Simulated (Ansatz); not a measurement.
Mulliken charges of `[OH][Al]1[O][SiH2]1` from PBE/def2-TZVPP in Ansatz (PBE0-D4/def2-TZVP geometry).

```tsv
atom	x (Å)	y (Å)	z (Å)	charge (e)
O1	-2.094	-1.011	-0.930	-0.319
Al2	-0.698	-0.273	-0.355	0.294
O3	0.486	-0.868	0.760	-0.355
Si4	1.208	0.628	0.485	0.326
H5	-2.714	-0.630	-1.548	0.183
H6	1.315	1.510	1.681	-0.065
H7	2.559	0.576	-0.139	-0.065
```

Task: By hand: the dipole of these point charges (1 e Å = 4.8032 D).

Result: Σ q r = (-0.064, 0.504, -0.303) e Å, of length 0.592 e Å = 2.84 D.

Task: How does the dipole of the full density compare? (Estimate.)

Result: The calculation gave: (-0.279, 0.278, -0.333) e Å, 2.48 D; the point charges give 1.15 times that, at 32° from its direction.

Point charges leave out the atoms' own dipoles, such as those of lone pairs, and Mulliken's split depends on the basis, so the two needn't agree.
